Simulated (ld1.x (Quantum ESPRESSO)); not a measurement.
# Before and after: TM semilocal potential for cerium

```
Element                 : cerium
Generator               : ld1.x (Quantum ESPRESSO) 7.5
Type                    : norm-conserving Troullier–Martins (semilocal form)
Functional              : BP86
Relativity              : scalar-relativistic
Frozen core             : [Kr] 4d10
Valence charge          : 12
Reference configuration : 4f1 5s2 5p6 5d1 6s0 6p0 (charge +2)
Partial waves           : 5s (bound): rc 1.55 bohr; 5d (bound): rc 3.75 bohr; 4f (bound): rc 1.70 bohr; 5p (bound): rc 1.85 bohr
Local potential         : the p channel
Core correction         : none
```

Change: wave 4f (bound): rc 1.70 bohr becomes 4f (bound): rc 1.28 bohr.

Cutoffs: the cutoffs (Ry, on a coarse ladder) from which the occupation-weighted sum of valence levels, in a spherical-Bessel basis at the reference potential, stays within 10 and 1 mRy of its value at 400 Ry; they do not see the model core or the augmentation charge, which bear on the density cutoff. Errors are all-electron minus pseudo energies relative to the spin-unpolarised reference configuration.

**Question.** How do hardness, ghosts and transferability respond?

**Answer.** The potential gets harder (110 Ry and 140 Ry → 180 Ry and 230 Ry); the errors of the 6 common tests hardly move; the range in which the f phases agree widens (upper end -0.2 → 1.8); neither file shows a bound ghost at the reference potential, the only one tested. A smaller radius makes the pseudo-wave follow the all-electron one further in, where it bends more sharply, so more plane waves are needed. A semilocal file is local in each channel, so a ghost entry of none says nothing of the separable form that plane-wave codes build from it.

```tsv
quantity	base	changed
cutoff, loose	110 Ry	180 Ry
cutoff, tight	140 Ry	230 Ry
loose cutoff by channel (10 mRy a level)	s 45 Ry, d 10 Ry, f 110 Ry, p 25 Ry	s 45 Ry, d 10 Ry, f 180 Ry, p 25 Ry
bound ghosts	none	none
tests counted (converged, no solver errors)	6 of 7	6 of 7
error for 4f1 5s2 5p6 5d1 6s2 6p0, meV [ΔE -17.45 eV]	+93	+93
error for 4f1 5s2 5p6 5d1 6s1 6p0, meV [ΔE -11.21 eV]	+63	+63
error for 4f1 5s2 5p6 5d0 6s0 6p0, meV [ΔE 19.20 eV]	+13	+13
error for 4f1 5s1 5p6 5d1 6s2 6p0, meV [ΔE 28.41 eV]	+183	+186
error for 4f0 5s2 5p6 5d2 6s2 6p0, meV [ΔE -12.64 eV]	+840	+734
error for 4f0 5s2 5p6 5d0 6s0 6p0, meV [ΔE 57.08 eV]	+998	+887
s: phases at 4.04 bohr within 0.05 rad from the reference energy up to (Ry; the scan ends near 5)	-1.2	-1.2
p: phases at 4.04 bohr within 0.05 rad from the reference energy up to (Ry; the scan ends near 5)	1.7	1.7
d: phases at 4.04 bohr within 0.05 rad from the reference energy up to (Ry; the scan ends near 5)	0.1	0.1
f: phases at 4.04 bohr within 0.05 rad from the reference energy up to (Ry; the scan ends near 5)	-0.2	1.8
```

Base: Tests not counted: 4f1 5s2 5p6 5d0 6s2 6p1 (converged, but collapsed or in another state, printed error -33.9 eV). These tests converged, but a pseudo level misses the all-electron one widely, so the file describes the atom poorly there or has found another state: 4f1 5s2 5p6 5d0 6s0 6p0: empty 6p by 11.1 eV; 4f1 5s1 5p6 5d1 6s2 6p0: empty 6p by 4.5 eV. ld1.x printed “convergence not achieved” for 6 of the counted tests; their residual had stalled under 1e-8, short of the target of 1e-14. Changed file: Tests not counted: 4f1 5s2 5p6 5d0 6s2 6p1 (pseudo-atom not self-consistent, printed error -28.2 eV). These tests converged, but a pseudo level misses the all-electron one widely, so the file describes the atom poorly there or has found another state: 4f1 5s2 5p6 5d0 6s0 6p0: empty 6p by 11.1 eV; 4f1 5s1 5p6 5d1 6s2 6p0: empty 6p by 4.5 eV. ld1.x printed “convergence not achieved” for 6 of the counted tests; their residual had stalled under 1e-8, short of the target of 1e-14.
